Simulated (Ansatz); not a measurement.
Job for Ansatz (a first-principles code): R-CAM-B3LYP/def2-TZVPP on AlH5O4.

Ansatz 0.2 input:
```yaml
crystal:
  periodic: [false, false, false]
  atoms:
    - {symbol: Al, position_ang: [0.20509371, 0.10970900, -0.28698728]}
    - {symbol: O, position_ang: [0.85775709, 1.01718456, 1.03042687]}
    - {symbol: H, position_ang: [1.48014877, 1.73842917, 0.95658252]}
    - {symbol: O, position_ang: [1.20544169, -0.91729997, -1.22073996]}
    - {symbol: H, position_ang: [2.06121215, -1.21552416, -0.91306804]}
    - {symbol: O, position_ang: [-1.18018284, 0.70303992, -1.12435640]}
    - {symbol: H, position_ang: [-1.24631577, 0.63795261, -2.07727187]}
    - {symbol: O, position_ang: [-0.87696279, -0.90138405, 1.01911540]}
    - {symbol: H, position_ang: [-0.71057641, -0.43984949, 1.85667686]}
    - {symbol: H, position_ang: [-1.79561561, -0.73225760, 0.75962189]}
basis:
  gaussian:
    orbitals: def2-TZVPP
hamiltonian:
  xc: {name: CAM-B3LYP}
scf: {lower_state_search: off}
```

The log:

```
WARN ansatz: RAYON_NUM_THREADS=4 ignored (pool sized by the plan → 4); use --threads N
Functional definition: CAM-B3LYP
these checks for a lower state are left out or cut short: stability, starts, cluster_reference, orbital_swaps, neighbouring_geometries, increment
integrals: 0.20 GiB planned
1187 factors; their error is unknown
integrals: 0.24 GiB planned
297 factors; integrals over basis functions are off by at most 1.1e-5 eV
mean field: 1.56 GiB planned
mean field evaluation 1: about -14858.6374 eV, gradient 1.0e2 eV
mean field evaluation 2: about -14846.6191 eV, gradient 1.3e2 eV
mean field evaluation 4: about -14874.1696 eV, gradient 4.4e0 eV
mean field evaluation 8: about -14874.1981 eV, gradient 8.1e-2 eV
mean field evaluation 16: about -14874.2196 eV, gradient 1.5e-4 eV
mean field -14874.21957301 eV, -546.6174871999 hartree, gradient 3.2e-6 eV, S^2 0.000000; 0 other end points of the search recorded, 0 dependent functions left out
reference -14874.21970077 eV, -546.6174918951 hartree; 25, 25 occupied and 211, 211 virtual orbitals, 1187 factors
Total energy: -14874.21970077 eV, -546.6174918951 hartree
Checks for a lower state left out: stability, starts, cluster_reference, orbital_swaps, neighbouring_geometries, increment
```

Self-consistency was reached.

Cost: around 7 core-seconds (rough).
